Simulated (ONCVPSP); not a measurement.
## Mn, ONCV: configuration errors across variants

```json
{
 "Element": "Mn",
 "Generator": "ONCVPSP 4.0.1",
 "Type": "optimised norm-conserving Vanderbilt (ONCV)",
 "Functional": "PBE",
 "Relativity": "scalar-relativistic",
 "Frozen core": "[Ne]",
 "Valence charge": "15",
 "Reference configuration": "3s2 3p6 3d5 4s1.5 4p0.5",
 "Partial waves": "3s+4s: rc 1.20 bohr, ncon 4, nbas 8, qcut 8.6 1/bohr, 2 projectors; 3p+4p: rc 1.75 bohr, ncon 4, nbas 7, qcut 6.9 1/bohr, 2 projectors; 3d: rc 1.95 bohr, ncon 3, nbas 7, qcut 9.8 1/bohr, 2 projectors, debl 3.9 Ha",
 "Local potential": "polynomial inside 1.05 bohr (lpopt 5, dvloc0 4 Ha)",
 "Core correction": "polynomial model core, fcfact 0.45"
}
```

All-electron excitation energies from the reference (eV): (1) 3s2 3p6 3d5 4s2 4p0 -1.898; (2) 3s2 3p6 3d5 4s1 4p0 6.518; (3) 3s2 3p6 3d5 4s0 4p0 22.117; (4) 3s2 3p5 3d5 4s2 4p0 60.081.

2 further variants failed, have other tests or another functional or relativity, and are left out.

Errors AE − PS in meV (a dash: test not solved or not reliable):

| change | (1) | (2) | (3) | (4) | bound ghosts | GHOST(+) flags above zero |
| --- | --- | --- | --- | --- | --- | --- |
| base | +0.2 | +0.3 | +1.4 | -75 | none | none |
| d: nbas 8 | +0.2 | +0.2 | +1.4 | -72 | none | none |
| p: nproj 3 | +0.2 | +0.3 | +1.4 | -75 | none | p |
| s: rc 1.34 | +0.2 | +0.2 | +0.8 | -72 | none | none |
| d: ncon 4, nbas 8 | +0.2 | +0.2 | +1.5 | -68 | none | none |

(1) Give the same row for: local potential polynomial inside 1.05 bohr (lpopt 5, dvloc0 -1 Ha).

## Answers

(1) +0.2, +0.3, +1.5, -76; bound ghosts: none; GHOST(+) flags above zero: none.
